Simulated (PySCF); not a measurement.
CuH, SMILES [CuH] (connectivity only; charge and spin as stated), neutral, multiplicity 1. Atoms are numbered in the order given.

```xyz
2

Cu     0.0000     0.0000    -0.0495
H      0.0000     0.0000     1.4359
```

Geometry optimised at PBE0-D3(BJ)/def2-TZVPD. The multiplicity is an assumed one; other spin states were not compared.

All values below come from PySCF with HF/pcSseg-2.

GIAO shieldings, no solvent; atoms alike by connectivity are averaged. δ = σ(ref) − σ: ¹H against TMS (σ = 31.98 ppm), references at their B3LYP-D3(BJ)/def2-TZVP geometries, non-relativistic.

Computed chemical shifts:
| nucleus | atoms | count | δ (ppm) |
|---|---|---|---|
| ¹H | H2 | 1 | 3.10 |
